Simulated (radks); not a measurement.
Charge is removed step by step from the 3s down level of neutral magnesium, starting from [Ne] 3s(up 1, down 1). Method: non-relativistic Kohn-Sham, r2SCAN, spin-polarised, spherical densities, point nucleus; meta-GGA in the generalised Kohn-Sham scheme; computed with a radial shooting solver on a logarithmic mesh with Libxc functionals.

\begin{tabular}{lrr}
removed (e) & E - E(0) (eV) & eigenvalue (eV) \\ \hline
0 & 0.000 & -4.811 \\
0.125 & 0.643 & -5.480 \\
0.25 & 1.370 & -6.148 \\
0.375 & 2.180 & -6.809 \\
0.5 & 3.071 & -7.452 \\
0.625 & 4.041 & -8.061 \\
0.75 & 5.084 & -8.613 \\
0.875 & 6.192 & -9.116 \\
\end{tabular}

The mean slope of the eigenvalue, de/dn, is 4.92 eV per electron.
